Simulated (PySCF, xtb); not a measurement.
HfO, SMILES [O]=[Hf], multiplicity 1.

GFN2-xTB (xtb) at its own geometry gives an orbital gap of 1.59 eV and a dipole moment of 7.38 D.

Coordinates come from a B3LYP-D3(BJ)/def2-TZVPD optimisation. The spin state was assumed, not searched. The def2 effective core potentials stand for the cores of Hf; spin–orbit coupling is left out.

Q: What does HF/def2-TZVPD in PySCF give? (Estimate from the structure and the level; the computed values follow.)

A: gap 7.68 eV (levels -7.34 and 0.34 eV), dipole 4.12 D.
